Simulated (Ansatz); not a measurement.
Relaxation of AlBH4OS (8 atoms, charge 0, multiplicity 1), to a largest force component of 0.015 eV/Å in at most 40 steps.

Level of theory: Ansatz 0.2.0, RHF/def2-SVP.

```xyz
8
Properties=species:S:1:pos:R:3:forces:R:3
O -1.273 1.837 -0.980 -0.80 0.77 -1.36
B -0.580 0.964 -0.281 0.49 -0.68 -0.15
S 0.130 -0.531 -1.066 -0.17 -0.02 -0.56
Al 0.989 -1.486 0.699 0.01 0.04 0.16
H -1.402 1.680 -1.919 0.22 0.00 0.92
H -0.432 1.180 0.865 0.06 0.13 0.68
H 2.252 -0.917 1.369 0.48 0.28 0.18
H 0.317 -2.726 1.313 -0.28 -0.53 0.13
```

Where does it end, and by what steps?

The run converged. The force dipped under the threshold on the way, but the program's further checks kept it going. After 15 steps the energy has fallen by 0.221 eV; H8 moved furthest, 0.98 Å.

```tsv
step	energy less start (eV)	largest force component (eV/Å)	accepted
0	0.0000	1.361	yes
1	-0.0621	0.495	yes
2	-0.0633	0.391	yes
3	-0.0834	0.199	yes
4	-0.0990	0.299	yes
5	-0.0930	0.499	no
6	-0.1204	0.225	yes
7	-0.1427	0.285	yes
8	-0.1628	0.452	yes
9	-0.2020	0.234	yes
10	-0.2126	0.339	yes
11	-0.2200	0.067	yes
12	-0.2207	0.019	yes
13	-0.2207	0.010	yes
14	-0.2207	0.026	no
15	-0.2208	0.007	yes
```

```xyz
8
Properties=species:S:1:pos:R:3
O -1.111 1.955 -1.122
B -0.422 1.101 -0.356
S -0.456 -0.708 -0.720
Al 0.837 -1.601 0.820
H -1.594 1.566 -1.836
H 0.207 1.546 0.558
H 1.539 -0.694 1.894
H 1.000 -3.164 0.763
```

The run took 15 s on 1 thread of Intel(R) Xeon(R) 6975P-C (Granite Rapids), with other jobs on the host, peak memory 0.16 GiB.
